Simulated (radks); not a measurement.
Results of a calculation; reference values are marked as such.
Ionisation of S, [Ne] 3s2 3p4, to S+, [Ne] 3s2 3p3, under several functionals. Non-relativistic Kohn-Sham, spin-unpolarised, spherical densities, point nucleus; a radial shooting solver on a logarithmic mesh with Libxc functionals. Known Delta-SCF values: RPBE 11.767 eV; AM05 11.724 eV; TASK exchange with Perdew-Wang LDA correlation 12.294 eV. What does revTPSS give, and what is its highest occupied eigenvalue?

Answer. 11.829 eV by Delta-SCF; the 3p eigenvalue is -7.071 eV. NIST: 10.360 eV (measured).

Beside tabulated values, note that spin-unpolarised runs miss the spin-polarisation part of the exchange energy of open shells.
